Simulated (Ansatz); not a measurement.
C₂F₃N (SMILES N#CC(F)(F)F), singlet, geometry from GFN2-xTB, with bond 6-2 at 1.5 times its length; HF/6-31G (Ansatz, a quantum-chemistry and plane-wave program).

The Ansatz input:
Ansatz 0.2 input:
```yaml
crystal:
  periodic: [false, false, false]
  atoms:
    - {symbol: C, position_ang: [-0.00032390, 0.00326018, -0.30776782]}
    - {symbol: C, position_ang: [0.00123066, -0.01238705, 1.16936308]}
    - {symbol: F, position_ang: [-0.00806551, 1.25382298, -0.77656620]}
    - {symbol: F, position_ang: [1.08144338, -0.60808570, -0.79743600]}
    - {symbol: F, position_ang: [-1.07587137, -0.62063930, -0.79529858]}
    - {symbol: N, position_ang: [0.00302774, -0.03047518, 2.87691891]}
basis:
  gaussian:
    orbitals: 6-31G
hamiltonian:
  xc: hf
scf: {lower_state_search: off}
magnetization: {spin_polarized: true}
```

The log (banner, timings and long lists left out):

```
Functional definition: HF
these checks for a lower state are left out or cut short: stability, starts, cluster_reference, orbital_swaps, neighbouring_geometries, increment
611 factors; integrals over basis functions are off by at most 1.6e-4 eV
mean field evaluation 1: about -11636.0040 eV, gradient 4.4e1 eV
mean field evaluation 2: about -11636.3257 eV, gradient 4.5e1 eV
mean field evaluation 4: about -11645.4104 eV, gradient 1.6e1 eV
mean field evaluation 8: about -11646.6180 eV, gradient 7.2e-1 eV
mean field evaluation 16: about -11646.6239 eV, gradient 2.1e-3 eV
mean field evaluation 32: about -11647.0190 eV, gradient 2.4e-6 eV
mean field -11647.01901373 eV, -428.0200541216 hartree, gradient 2.4e-6 eV, S^2 0.000000; 0 other end points of the search recorded, 0 dependent functions left out
reference -11647.01901373 eV, -428.0200541216 hartree; 23, 23 occupied and 31, 31 virtual orbitals, 611 factors
Total energy: -11647.01901373 eV, -428.0200541216 hartree
Checks for a lower state left out: stability, starts, cluster_reference, orbital_swaps, neighbouring_geometries, increment
```
